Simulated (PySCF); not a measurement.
## Working out the excitation energy of S²⁺

S²⁺ [Ne] 3s2 3p2 (3P) → S²⁺ [Ne] 3s2 3p1 4s1 (3P). All numbers are calculated (PySCF 2.14, the non-relativistic Hamiltonian (point nucleus), in aug-cc-pV(D+d)Z (5s4p3d, 32 functions)). Frozen: [Ne]. Energies in hartree (1 hartree = 27.21139 eV):

| part | S²⁺ (lower) | S²⁺ (upper) |
| --- | --- | --- |
| UHF | -396.324755 | -395.662827 |
| CCSD correlation | -0.077929 | -0.079270 |
| (T) | -0.001017 | -0.002332 |

Task: What does Hartree-Fock give?

Result: (-395.662827) − (-396.324755) = 0.661928 hartree = 18.012 eV.

Task: What do CCSD and CCSD(T) give?

Result: The CCSD correlation energies differ by -0.001341 hartree = -0.036 eV and the triples by -0.001315 hartree = -0.036 eV, so CCSD gives 17.976 eV and CCSD(T) 17.940 eV.

The coupled-cluster amplitudes are large, so a single reference is strained.
